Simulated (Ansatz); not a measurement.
A made-up structure of GaBNH₅, singlet:

```json
{"atom": "B1", "x (Å)": "-0.7719", "y (Å)": "0.8773", "z (Å)": "-1.3227"}
{"atom": "Ga2", "x (Å)": "-0.2868", "y (Å)": "0.1931", "z (Å)": "0.5772"}
{"atom": "N3", "x (Å)": "1.0224", "y (Å)": "-1.0489", "z (Å)": "0.8161"}
{"atom": "H4", "x (Å)": "-1.6169", "y (Å)": "0.3559", "z (Å)": "-1.9930"}
{"atom": "H5", "x (Å)": "1.6469", "y (Å)": "-1.8466", "z (Å)": "0.9348"}
{"atom": "H6", "x (Å)": "-0.9538", "y (Å)": "0.6461", "z (Å)": "1.9272"}
{"atom": "H7", "x (Å)": "1.2876", "y (Å)": "-1.4023", "z (Å)": "1.7197"}
{"atom": "H8", "x (Å)": "1.5679", "y (Å)": "-1.4626", "z (Å)": "0.0800"}
```

It is relaxed with PBE-D4/def2-SVP and then PBE0-D4/def2-TZVP (Ansatz 0.2.0). Atoms count as bonded within 1.22 times the sum of their covalent radii (H–H: 0.88 Å). The end point is not checked to be a true minimum.

**Question.** Does its bonding change? (Judge from chemistry; the calculation decides.)

**Answer.** The calculation gives: No: no bond forms or breaks.

Where it ends: The first stage lowers the energy by 5.92 eV in 24 steps. It ends as GaBNH₅ ([BH][GaH][NH3]):
| atom | x (Å) | y (Å) | z (Å) |
| --- | --- | --- | --- |
| B1 | -0.6875 | 0.7216 | -1.0894 |
| Ga2 | -0.8018 | -0.1513 | 0.6699 |
| N3 | 1.1062 | -1.1617 | 0.7780 |
| H4 | -1.0981 | 0.6445 | -2.2093 |
| H5 | 1.0721 | -1.9596 | 1.4018 |
| H6 | -0.9059 | 0.2155 | 2.1930 |
| H7 | 1.8020 | -0.5143 | 1.1297 |
| H8 | 1.4085 | -1.4827 | -0.1345 |

Labels in which every atom is bracketed show which atoms are joined, not bond orders.

For scale, one of the runs: PBE0-D4/def2-TZVP relaxation, 140 basis functions, launched by `ansatz run in.yaml --threads 2 --pin off --events-out ev --progress --plain --max-ram 4352MiB`. Hardware: 2 CPU threads of an Arm Neoverse V1, shared host. Wall time about 19 s.
